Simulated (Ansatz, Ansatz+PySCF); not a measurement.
| atom | x (Å) | y (Å) | z (Å) |
| --- | --- | --- | --- |
| Ru | 0.0000 | 0.0000 | 0.0000 |
| O | 0.0000 | 0.0000 | 1.7826 |

Basis set: def2-SVP (spherical functions, with the set's core potentials past Kr). Charge 0, multiplicity 5.

Computed with Ansatz (development build ahead of 0.2.0); each method stands on the lowest determinant of its kind that the runs found. Restricted functionals stand beside restricted open-shell atoms, which can lie above the unrestricted atoms usual in DFT and then raise those values.

The atomization energy at this shape (free ground-state atoms in the same class of orbitals less the molecule, no zero-point energy) of quintet RuO:

```
                        method  atomization energy
         r²SCAN (unrestricted)        503.5 kJ/mol
r²SCAN (restricted open-shell)        508.0 kJ/mol
            PBE (unrestricted)        555.4 kJ/mol
   PBE (restricted open-shell)        558.4 kJ/mol
          ωB97X (unrestricted)        452.9 kJ/mol
                           UHF         63.3 kJ/mol
                          ROHF         36.6 kJ/mol
```

(1) What does PBE0 (unrestricted) give?

## Answers

(1) 437.6 kJ/mol. Caution: other spin multiplicities were not run; the shape is not the minimum. Caution for UHF: the unrestricted determinant is spin contaminated. Caution for ROHF: the determinant may break the point group.
